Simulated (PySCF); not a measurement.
H3InS2, SMILES [SH][InH][SH].

Coordinates come from a B3LYP-D3(BJ)/def2-SVP optimisation. The def2 effective core potentials stand for the cores of In; spin–orbit coupling is left out. One conformer was computed; it need not be the lowest.

Calculation: M06-2X/def2-TZVPD (PySCF).

Gas-phase values at a fixed geometry.

The total energy is -988.29881 hartree. The point group comes out as C2v and the highest occupied level is -8.51 eV. The lowest empty level comes out as -1.12 eV and the orbital gap is 7.39 eV. The dipole moment comes out as 2.65 D and the quadrupole, principal values (traceless, Buckingham form, about the centre of nuclear charge) is -1.72, 0.17, 1.55 D·Å. The mean static polarisability is 85.6 bohr³ (12.68 Å³) and the polarisability, principal values is 64.4, 84.2, 108.1 bohr³.
